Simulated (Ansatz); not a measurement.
Zn6O5. Charge 0, multiplicity 1. Geometry r2SCAN-D4/def2-SVP; atoms count from 1.

| atom | x (Å) | y (Å) | z (Å) |
| --- | --- | --- | --- |
| Zn1 | -2.332 | 0.323 | 1.918 |
| Zn2 | 2.494 | 0.947 | 0.044 |
| Zn3 | -0.905 | -1.643 | -2.121 |
| Zn4 | 0.384 | 1.486 | 2.177 |
| Zn5 | 1.838 | -0.741 | -2.301 |
| Zn6 | -2.507 | -1.241 | -0.511 |
| O7 | 0.584 | -1.690 | -3.094 |
| O8 | 2.012 | 1.703 | 1.554 |
| O9 | -3.390 | -0.679 | 0.929 |
| O10 | 3.049 | 0.221 | -1.460 |
| O11 | -1.227 | 1.314 | 2.864 |

The structure comes from a short search, and lower isomers may exist.

Q: Estimate the Mulliken populations from the PBE0/def2-TZVP orbitals of Ansatz.

A: 
```csv
atom,charge (e),d electrons
Zn1,0.55,10.03
Zn2,0.58,10.03
Zn3,0.38,9.99
Zn4,0.58,10.03
Zn5,0.55,10.03
Zn6,0.38,9.99
O7,-0.62,–
O8,-0.59,–
O9,-0.62,–
O10,-0.59,–
O11,-0.59,–
```
Mulliken values depend strongly on the basis.

Q: And the Mayer bond orders between heavy atoms (over 0.3)?

A: Zn1–O9 1.02 (1.76 Å); Zn1–O11 0.98 (1.76 Å); Zn2–O8 0.99 (1.76 Å); Zn2–O10 0.99 (1.76 Å); Zn3–Zn6 0.86 (2.31 Å); Zn3–O7 0.91 (1.78 Å); Zn4–O8 0.99 (1.76 Å); Zn4–O11 0.99 (1.76 Å); Zn5–O7 1.02 (1.76 Å); Zn5–O10 0.98 (1.76 Å); Zn6–O9 0.91 (1.78 Å).
